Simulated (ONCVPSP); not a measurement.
# Co: one change to an ONCV potential, before and after

| Property | Result |
| --- | --- |
| Element | cobalt (Co) |
| Generator | ONCVPSP 4.0.1 |
| Type | optimised norm-conserving Vanderbilt (ONCV) |
| Functional | PBE |
| Relativity | scalar-relativistic |
| Frozen core | [Ne] |
| Valence charge | 17 |
| Reference configuration | 3s2 3p6 3d7 (charge +2) |
| Partial waves | 3s: rc 1.30 bohr, ncon 5, nbas 8, qcut 9.4 1/bohr, 2 projectors, debl 2.6 Ha; 3p: rc 0.75 bohr, ncon 4, nbas 7, qcut 11.3 1/bohr, 2 projectors, debl 2.9 Ha; 3d: rc 1.60 bohr, ncon 4, nbas 9, qcut 9.5 1/bohr, 3 projectors, debl 3.2 Ha |
| Local potential | polynomial inside 0.60 bohr (lpopt 2, dvloc0 4 Ha) |
| Core correction | Teter function, fcfact 2.75, rcfact 1 |

In the s channel the program set the typed energies aside and used -4.464, 0.250 Ha. In the p channel the program set the typed energies aside and used -3.114, 0.250 Ha.

Change: all radii but the core radius scaled by about 0.76 (s 0.98, p 0.58, d 1.22 bohr); local potential polynomial inside 0.46 bohr (lpopt 2, dvloc0 4 Ha).

Cutoffs: the cutoffs (Ha) at which the residual kinetic energy of the hardest occupied pseudo-wave falls to 1 and 0.1 mHa per electron; they do not see the model core or the augmentation charge, which bear on the density cutoff. Errors are all-electron minus pseudo energies relative to the spin-unpolarised reference configuration.

Predict the effect on cutoff, ghosts and configuration errors.

The potential gets harder (70 Ha and 225 Ha → 389 Ha and 470 Ha); a bound ghost appears in p, which as a rule spoils a file; of the 4 tests that both files solve, the error grows in 0 and shrinks in 4 by more than 15 % and 0.3 meV (median size 9.1 → 5.9 meV). A smaller radius makes the pseudo-wave follow the all-electron one further in, where it bends more sharply, so more plane waves are needed. Less of the atom is replaced, so other configurations are described better.

```tsv
quantity	base	changed
cutoff, loose	70 Ha	389 Ha
cutoff, tight	225 Ha	470 Ha
loose cutoff by channel	s 36 Ha, p 70 Ha, d 37 Ha	s 130 Ha, p 389 Ha, d 93 Ha
bound ghosts	none	p
GHOST(+) flags under 300 eV	none	none
error for 3s2 3p6 3d7 4s2, meV [ΔE -25.82 eV]	+11	+7.4
error for 3s2 3p6 3d7 4s1, meV [ΔE -16.79 eV]	+4.1	+3.0
error for 3s2 3p6 3d6, meV [ΔE 35.87 eV]	+101	+34
error for 3s2 3p6 3d7 4s1 4p1, meV [ΔE -21.47 eV]	+6.9	+4.4
rms error of d²Exc/dni dnj with the model core, mHa	1.27	1.63
```

 A true bound ghost makes a file unfit for plane-wave use even where its test errors are small: the radial tests pick states by their node count and pass the ghost by.
